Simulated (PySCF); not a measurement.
## Correlation energy of Bi⁺ (bismuth, charge +1)

[Xe] 4f14 5d10 6s2 6p2, high-spin 3P determinant. Computed with PySCF 2.14 in ANO-RCC-VTZP, with scalar relativity by spin-free X2C-1e. Frozen: [Xe] 4f14 5d10; 4 electrons correlated.

```tsv
level	correlation energy (mhartree)
CCSD	-47.15
(T)	-0.88
CCSD(T)	-48.03
```

Diagnostics: T1 = 0.0054, D1 = 0.0141, largest double amplitude 0.069.

Problem. Is a single reference adequate?

Solution. Yes, within this model without spin-orbit coupling: T1 lies below 0.03 and no double amplitude reaches 0.07.

Spin-orbit coupling is strong in this species, so the high-spin LS determinant is a model state.
